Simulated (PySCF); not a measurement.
## SMILES B(C)(C)/C1=C/CC/C=C\CC1, C10H17B

Cartesian coordinates in Å; atom numbers follow the order of the lines, from 1:
```xyz
28

C    -2.872    1.577   -0.118
B    -2.046    0.276    0.218
C    -2.753   -1.117   -0.012
C    -0.581    0.315    0.771
C     0.130    1.458    0.645
C     1.588    1.651    0.934
C     2.511    1.032   -0.149
C     3.081   -0.316    0.201
C     2.412   -1.464    0.355
C     0.928   -1.676    0.220
C     0.070   -0.949    1.286
H    -3.893    1.486    0.293
H    -2.448    2.532    0.220
H    -3.011    1.631   -1.214
H    -2.075   -1.922   -0.337
H    -3.614   -1.073   -0.696
H    -3.149   -1.437    0.972
H    -0.389    2.334    0.237
H     1.848    1.214    1.912
H     1.795    2.729    1.006
H     3.345    1.723   -0.339
H     1.950    0.969   -1.099
H     4.166   -0.351    0.354
H     3.002   -2.348    0.622
H     0.594   -1.354   -0.782
H     0.728   -2.757    0.269
H     0.703   -0.730    2.162
H    -0.710   -1.637    1.643
```

Method: TDDFT CAM-B3LYP/def2-SVP circular dichroism and optical rotation, one conformer, IEF-PCM benzene (non-equilibrium linear response, no local-field factor) in PySCF 2.14.0. Geometry: PBE0-D3(BJ)/def2-SVP.

States above about 7.9 eV (minus the energy of the highest occupied orbital) lie near or above the ionisation threshold and depend on the basis. No stereocentre is labelled: unless the shape is locked (an allene, a helicene, a hindered biaryl), the mirror image is equally populated and a measured rotation or CD is zero.

**Question.** What is the specific rotation at 633, 589.3, 546, 436, 405, 365, 355 nm?

**Answer.** [α] in deg dm⁻¹ (g/mL)⁻¹:
| λ (nm) | origin-invariant length gauge | modified velocity gauge | length gauge (centre of mass) | isotropic polarisability (au) |
| --- | --- | --- | --- | --- |
| 633 | -59.7 | -38.3 | -60.1 | 136.7 |
| 589.3 | -73.1 | -48.0 | -73.5 | 137.4 |
| 546 | -91.8 | -62.1 | -92.3 | 138.3 |
| 436 | -198.4 | -147.8 | -199.4 | 142.0 |
| 405 | -267.5 | -206.4 | -268.7 | 143.8 |
| 365 | -432.4 | -351.2 | -434.1 | 147.2 |
| 355 | -499.0 | -410.9 | -500.9 | 148.3 |

**Question.** And for the mirror image at 589.3 nm?

**Answer.** +73.1 deg dm⁻¹ (g/mL)⁻¹ (origin-invariant length gauge): the same size and the opposite sign.

**Question.** What is the molar rotation [Φ] = [α]·M/100 of the geometry above at 589.3 nm?

**Answer.** With M = 148.06 g/mol, -108.2 deg cm² dmol⁻¹ (origin-invariant length gauge).

The first excitation lies at 5.32 eV (233 nm) with R = -48.1 × 10⁻⁴⁰ esu² cm² (velocity form).
